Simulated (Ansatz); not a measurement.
A single O atom.

full CI (lowest root of this spin) on triplet O was run in several spherical basis sets with Ansatz (development build ahead of 0.2.0). Frozen core: 1 orbital.

Question: Rank the basis sets by the total energy that they give, lowest first, with the distance from the lowest.
A. 6-31G
B. 6-31G(d)
C. cc-pVDZ

Answer: C (0.00 eV), B (0.41 eV), A (1.95 eV).

Totals follow the description of the cores as much as that of the bonds, so this order isn't one of quality for chemistry.
